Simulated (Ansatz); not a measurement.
| atom | x (Å) | y (Å) | z (Å) |
| --- | --- | --- | --- |
| P | -0.0183 | -0.0445 | -0.4874 |
| N | -0.0451 | 0.0187 | 1.0041 |

Basis set: def2-TZVP (spherical functions). Frozen core: 6 orbitals. Charge 0, multiplicity 1.

Computed with Ansatz (development build ahead of 0.2.0); each method stands on the lowest determinant of its kind that the runs found. Restricted open shells among the atoms or ions are ROHF, correlated in semicanonical orbitals with singles.

The atomization energy at this shape (free ground-state atoms in the same class of orbitals less the molecule, no zero-point energy) of singlet PN:

```csv
method,atomization energy
RHF-MP2,610.4 kJ/mol
```

(1) What does RHF give?

Answers

(1) 172.3 kJ/mol. Caution: in another basis set an unrestricted determinant lies well below.
